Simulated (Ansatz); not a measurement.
Computed with Ansatz.

F2H3SSi2 (`F[SiH](F)S[SiH2]`) radical at its PBE0-D4/def2-TZVP geometry, where that method's forces vanish. Charge 0, multiplicity 2.

```csv
atom,x (Å),y (Å),z (Å)
F1,0.4471,0.2310,-1.8573
Si2,-0.8332,-0.3450,-1.1199
F3,-1.8722,0.8494,-1.0644
S4,-0.3457,-1.0298,0.8087
Si5,0.8289,0.6357,1.4855
H6,-1.4079,-1.4423,-1.9112
H7,2.1083,0.7350,0.7326
H8,1.0747,0.3660,2.9261
```

Task: For each bond, give half the difference of the two atoms' forces along it (eV/Å; positive pushes the atoms apart) under PBE-D4, r2SCAN-D4, B3LYP-D4, ωB97M-V in def2-TZVPP. (Estimate.)

Result: The calculation gave: 
| bond | length (Å) | PBE-D4 | r2SCAN-D4 | B3LYP-D4 | ωB97M-V |
| --- | --- | --- | --- | --- | --- |
| F1–Si2 | 1.586 | 0.48 | 0.05 | 0.18 | 0.16 |
| Si2–F3 | 1.584 | 0.49 | 0.05 | 0.18 | 0.16 |
| Si2–S4 | 2.104 | 0.02 | 0.03 | 0.09 | -0.03 |
| Si2–H6 | 1.470 | -0.05 | -0.06 | -0.22 | -0.25 |
| S4–Si5 | 2.148 | 0.13 | 0.04 | 0.21 | 0.09 |
| Si5–H7 | 1.488 | 0.11 | -0.02 | -0.08 | -0.12 |
| Si5–H8 | 1.486 | 0.12 | -0.02 | -0.11 | -0.12 |

B3LYP here is the variant with VWN-RPA as its local correlation; programs differ in this.
